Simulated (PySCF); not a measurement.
# Which determinant of NaTl⁺ lies lowest?

Unrestricted PBE0; PySCF, scalar-relativistic core potentials, basis sets Na def2-SVPD, Tl def2-SVPD with ECP60. Outer shells of the fragments: Na+ closed shells only; Tl 5d10 6s2 6p1.

Followed along the bond (rough minima from three points):

| 2Ms+1 | unpaired | ⟨S²⟩ at the start | R at minimum (Å) | Te (eV) |
| --- | --- | --- | --- | --- |
| 2 | σ ↑ | 0.75 | 3.64 | 0.00 |
| 2 | π ↑ | 0.75 | 3.57 | 1.10 |
| 4 | σ ↑↑, π ↑ | 3.75 | 3.59 | 6.31 |

Solutions found at the starting distance of 3.105 Å, counted from the lowest of them; the search is not exhaustive and high or unbound solutions are not listed, so other states can lie among these:

```csv
2Ms+1,unpaired,term,E (eV),⟨S²⟩,⟨Lz²⟩,μ (D)
2,σ ↑,²Σ⁺,0.00,0.75,0.00,-8.04
2,π ↑,²Π,1.02,0.75,1.00,-10.28
2,δ ↑,²Δ,5.87,0.75,4.00,-11.21
4,"σ ↑↑, π ↑",⁴Π,6.30,3.75,1.01,-9.02
4,"σ ↑, π ↑↑",⁴Σ⁻,7.21,3.75,0.00,-10.40
4,σ ↑↑↑,⁴Σ⁺,9.29,3.75,0.00,0.49
```

A term symbol is given only where ⟨S²⟩ and ⟨Lz²⟩ are close to those of a pure state; real π, δ and φ orbitals otherwise mix terms. A positive dipole points towards Tl; it is taken about the centre of mass and depends on that origin.

**Question.** Compare the gap between the two lowest followed solutions at the starting distance with the gap between their minima.

**Answer.** At PBE0 the second solution (doublet, unpaired electrons π ↑) lies +1.02 eV from the first (doublet, unpaired electrons σ ↑) at 3.105 Å and +1.10 eV at the minima; the two curves relax by different amounts, since their minima lie near 3.57 and 3.64 Å.

Spin–orbit coupling is left out, which matters for elements this heavy, above all for dissociation energies. Counting both spins, an empty level lies below a filled one in some of these solutions, because spin and occupation are held.
